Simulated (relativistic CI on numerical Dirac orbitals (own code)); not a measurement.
# Mn+ in a cubic cluster: 2p photoemission with charge transfer

Computed with a charge-transfer multiplet model of a cubic metal-ligand cluster with up to 3 ligand holes, Slater and spin-orbit integrals from Dirac-Coulomb-Breit ions, Slater integrals scaled by 0.7. The ground state mixes d6 with configurations of k ligand holes L, whose averages lie at kΔ + k(k − 1)U_dd/2; a core hole lowers each added d electron by U_cd. 300 K, Lorentzian 0.6 eV and Gaussian 0.8 eV FWHM.

Atomic integrals in eV (Slater integrals scaled, ζ unscaled), ground: F2dd 6.303, F4dd 3.879, zeta_d 0.031; with the core hole: F2dd 7.764, F4dd 4.828, zeta_d 0.052, zeta_core 6.792, F2cd 4.448, G1cd 3.278, G3cd 1.861.

Cluster parameters (eV): U_dd = 6.8, U_cd = 7.6, 10Dq = 0.3, 10Dq(ligand) = 0.4, V(eg) = 2.45, V(t2g) = -1.3, final-state hopping factor = 0.8.

| Case | n_d | d6 | d7L | d8L2 | d9L3 | S |
| --- | --- | --- | --- | --- | --- | --- |
| Δ = 5.6 eV | 6.22 | 0.79 | 0.20 | 0.01 | 0.00 | 2.00 |
| Δ = 7.6 eV | 6.15 | 0.85 | 0.14 | 0.00 | 0.00 | 2.00 |
| Δ = 10.6 eV | 6.10 | 0.91 | 0.09 | 0.00 | 0.00 | 2.00 |

Weights, n_d and S are thermal averages at 300 K. Binding energies count from the first peak over 30 % of the highest in each spectrum, which can be another peak from case to case. The parameters are a model scan and need not match a compound or its usual spin state. Peaks in eV (height, largest 100):
- Δ = 5.6 eV: 0.0 (100), 6.2 (31), 11.2 (61), 17.2 (18)
- Δ = 7.6 eV: 0.0 (100), 6.0 (19), 11.3 (60), 16.9 (9)
- Δ = 10.6 eV: 0.0 (100), 7.1 (8), 11.3 (61)

Curve for Δ = 7.6 eV (points under 2 left out, the grid thinned):

E (eV), Intensity and a bar:
```
     -3.5        2.1 
     -3.0        2.8 
     -2.5        4.0 #
     -1.9        7.1 ##
     -1.4       15.0 ####
     -0.9       41.4 ############
     -0.3       91.6 ############################
      0.2       98.6 ##############################
      0.7       84.3 ##########################
      1.2       67.8 ####################
      1.7       50.0 ###############
      2.3       32.4 #########
      2.8       26.6 ########
      3.3       23.1 #######
      3.9       19.1 #####
      4.4       17.0 #####
      4.9       16.2 ####
      5.4       17.2 #####
      5.9       18.6 #####
      6.5       17.2 #####
      7.0       13.3 ###
      7.5       10.4 ###
      8.1        8.8 ##
      8.6        8.8 ##
      9.1        9.6 ##
      9.6       11.3 ###
     10.1       19.0 #####
     10.7       44.8 #############
     11.2       59.7 ##################
     11.7       54.6 ################
     12.3       35.9 ###########
     12.8       22.5 ######
     13.3       13.4 ####
     13.8        8.4 ##
     14.3        6.3 #
     14.9        5.9 #
     15.4        6.3 #
     15.9        7.0 ##
     16.5        8.7 ##
     17.0        9.3 ##
     17.5        8.4 ##
     18.0        7.2 ##
     18.5        5.4 #
     19.1        3.4 
     19.6        2.2
```

For the case Δ = 7.6 eV, Δ = 7.6 eV is larger than U_dd = 6.8 eV, the Mott-Hubbard side of the Zaanen-Sawatzky-Allen scheme. With the core hole the configuration with one ligand hole lies at Δ − U_cd = -2.0, 0.0, 3.0 eV from the one without, in the order of the table; where this is negative the screened configuration lies lower, though the effective hopping of about 3.1 eV (from the holes of the mixed ground state) mixes the two strongly wherever it is as large as the gap.
